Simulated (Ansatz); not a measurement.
Relaxation of AlF2H3O (7 atoms, charge 0, multiplicity 1), to a largest force component of 0.03 eV/Å in at most 50 steps.

Level of theory: Ansatz, RKS revPBE-D4/cc-pVDZ.

```xyz
7
Properties=species:S:1:pos:R:3
Al 0.094 0.469 -0.471
O -0.036 0.085 2.462
H -0.994 -0.087 2.572
F 1.507 -0.152 -1.188
F -1.407 -0.253 -0.836
H 0.114 1.778 0.395
H -0.039 1.009 2.092
```

Task: Where does it end, and by what steps?

Result: The run converged. After 8 steps the energy has fallen by 0.837 eV; H3 moved furthest, 0.69 Å. Joined: Al1–O2 (2.96 → 2.05 Å).

```json
{"step": "0", "energy less start (eV)": "0.0000", "largest force component (eV/Å)": "0.765", "accepted": "yes"}
{"step": "1", "energy less start (eV)": "-0.1536", "largest force component (eV/Å)": "1.624", "accepted": "yes"}
{"step": "2", "energy less start (eV)": "-0.3591", "largest force component (eV/Å)": "2.009", "accepted": "yes"}
{"step": "3", "energy less start (eV)": "-0.6335", "largest force component (eV/Å)": "1.238", "accepted": "yes"}
{"step": "4", "energy less start (eV)": "-0.7626", "largest force component (eV/Å)": "0.601", "accepted": "yes"}
{"step": "5", "energy less start (eV)": "-0.8073", "largest force component (eV/Å)": "0.309", "accepted": "yes"}
{"step": "6", "energy less start (eV)": "-0.8311", "largest force component (eV/Å)": "0.269", "accepted": "yes"}
{"step": "7", "energy less start (eV)": "-0.8358", "largest force component (eV/Å)": "0.109", "accepted": "yes"}
{"step": "8", "energy less start (eV)": "-0.8367", "largest force component (eV/Å)": "0.026", "accepted": "yes"}
```

```xyz
7
Properties=species:S:1:pos:R:3
Al 0.057 0.570 -0.133
O 0.019 0.119 1.870
H -0.814 -0.393 1.978
F 1.413 -0.325 -0.675
F -1.479 -0.192 -0.337
H 0.128 2.162 -0.122
H -0.086 0.906 2.445
```

Whether the end is a true minimum wasn't checked by a vibrational analysis.

Time of the run: 17 s on 1 thread of Arm Neoverse V2, on a shared host, peak memory 0.14 GiB.
